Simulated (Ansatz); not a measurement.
Reaction (atomization): `C=C[CH2][InH2]` → 3 C• + 7 H• + In•

Isolated molecules relaxed with PBE0-D4/def2-TZVP in Ansatz; ΔE leaves out vibrations. CBS: MP2 limit from def2 TZ/QZ plus the TZ coupled-cluster correction, frozen cores. This one scheme is used for every species, atoms too. DFT in def2-TZVPP. B3LYP here is the variant with VWN-RPA as its local correlation; programs differ in this. HSE06 is defined as in plane-wave codes. Open shells (•) are unrestricted, without spin–orbit coupling. Spin–orbit coupling would lower the free atoms: a little for C; strongly for In. Elements past krypton have def2 core potentials. Bonds to In are less sure, by a few kJ/mol each and by 10 to 20 or more in all where they break to atoms, as the def2 sets lack core-valence functions. One conformer a species, not always the lowest.

```csv
level,ΔE (kJ/mol),difference from CCSD(T)/CBS
LDA (SPW92),4376.9,524.6
PBE-D4,3905.4,53.1
revPBE-D4,3817.0,-35.3
BLYP-D4,3812.2,-40.1
r2SCAN-D4,3858.3,6.0
B97M-V,3869.1,16.8
PBE0-D4,3859.2,6.9
B3LYP-D4,3834.5,-17.8
r2SCANh-D4,3841.0,-11.3
r2SCAN0-D4,3816.9,-35.4
HSE06-D4,3861.2,8.9
BHLYP-D4,3749.4,-102.9
CAM-B3LYP-D4,3852.8,0.5
ωB97X-V,3849.9,-2.4
ωB97M-V,3854.9,2.6
B2PLYP,3795.9,-56.4
PBE-QIDH,3834.0,-18.3
PBE,3883.7,31.4
revPBE,3752.7,-99.6
BLYP,3764.9,-87.4
r2SCAN,3853.2,0.9
PBE0,3840.9,-11.4
r2SCAN0,3810.8,-41.5
HSE06,3844.1,-8.2
BHLYP,3721.4,-130.9
CAM-B3LYP,3834.2,-18.1
LC-ωPBE,3837.2,-15.1
HF/def2-SVP,2871.7,-980.6
MP2/def2-SVP,3691.3,-161.0
CCSD/def2-SVP,3633.6,-218.7
CCSD(T)/def2-SVP,3674.3,-178.0
MP2/def2-TZVPP,3789.2,-63.1
SCS-MP2/def2-TZVPP,3776.2,-76.1
CCSD/def2-TZVPP,3711.9,-140.4
CCSD(T)/def2-TZVPP,3767.9,-84.4
HF/def2-QZVPP,2847.8,-1004.5
MP2/def2-QZVPP,3839.0,-13.3
SCS-MP2/def2-QZVPP,3833.2,-19.1
MP2/CBS(def2),3873.6,21.3
CCSD/CBS(def2),3796.3,-56.0
CCSD(T)/CBS,3852.3,0
```

Largest T1 diagnostic among the species: 0.015.

Leaving LDA and LC-ωPBE aside and taking each functional with its dispersion term where it has one, the values spread over 155.9 kJ/mol, from BHLYP-D4 to PBE-D4. LDA lies +493.2 kJ/mol from PBE without D4, its usual overbinding. At CCSD(T), def2-SVP lies −178.0 kJ/mol from the extrapolated value and def2-TZVPP −84.4 kJ/mol: correlation converges slowly with the basis, and small sets miss more of it in the bonded molecule than in its fragments. From BLYP to BHLYP (50 % exact exchange), in def2-TZVPP and without D4, ΔE moves by −43.5 kJ/mol: exact exchange takes away binding that semilocal exchange gives to molecules.

For atomizations the MP2-based limit and the directly extrapolated one differ by several kJ/mol either way, and by 10 to 25 for some Ge, Se and Sn compounds, so smaller differences from it don't rank the levels.
